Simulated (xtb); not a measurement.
H4P, charge +1, singlet, at a GFN2-xTB geometry. Base run: GFN2-xTB run with xtb.

Geometry (Å):
```xyz
5

P      0.0000     0.0000     0.0000
H     -0.0099     1.2826    -0.4952
H      1.1269    -0.6528    -0.4409
H     -1.1183    -0.6691    -0.4383
H      0.0013     0.0393     1.3743
```
Charge +1, spin multiplicity 1.
All else is at xtb's defaults.
Base energy -4.07821 Eh.

Each row names what was changed in the base input (with any setting that the change needs).

| change | ΔE vs base (kcal/mol) | HOMO-LUMO gap (eV) | SCF cycles |
|---|---|---|---|
| base | 0.000 | 8.49 | 8 |
| etemp = 10000 | … | … | 8 |
| etemp = 3000 | 0.000 | 8.49 | 8 |
| alpb = methanol | … | … | 8 |
| etemp = 5000 | -0.006 | 8.49 | 8 |
| file = coord | 0.000 | 8.49 | 8 |
| acc = 0.1 | 0.000 | 8.49 | 9 |

Question: Complete the blanks.

Answer: 
- etemp = 10000, ΔE vs base (kcal/mol): -1.74
- etemp = 10000, HOMO-LUMO gap (eV): 8.48
- alpb = methanol, ΔE vs base (kcal/mol): -65.3
- alpb = methanol, HOMO-LUMO gap (eV): 8.27

ALPB and GBSA are two models with their own fitted parameters for each solvent, which aren't always the measured dielectric constant.
